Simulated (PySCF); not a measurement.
## Radial density of Sm (samarium, neutral)

B97-3, [Xe] 4f7 6s1, 6s spin antiparallel (an excited configuration). Computed with PySCF 2.14 in ANO-RCC-VTZP, with scalar relativity by spin-free X2C-1e.

```
r (bohr)  4πr²ρ (e/bohr)  4πr²(ρα − ρβ)
  0.0201           79.22         0.0023
  0.0339           73.10         0.0062
  0.0570           102.6         0.0071
  0.0959           94.46         0.0151
   0.161           88.30         0.2623
   0.271           68.98         1.8158
   0.456           41.44         5.5731
   0.767           29.66         6.2133
    1.29           10.53         2.9254
    2.17           3.502         0.6236
    3.65          0.4784        -0.1446
    6.14          0.1537        -0.1364
    10.3        0.007302        -0.0071
    17.4       3.222e-05         0.0000
```

Densities and radii are taken from the X2C orbitals without a picture-change correction, which distorts them close to the nucleus.

Spin-orbit coupling, which splits the p, d and f shells strongly at this Z, is absent. With the s spin flipped the determinant is a mixture of two multiplicities, not a spectroscopic state. At B97-3 the highest occupied level has a positive energy, so only the finite basis holds that electron; for this excited configuration the basis is too tight for the outer shell.
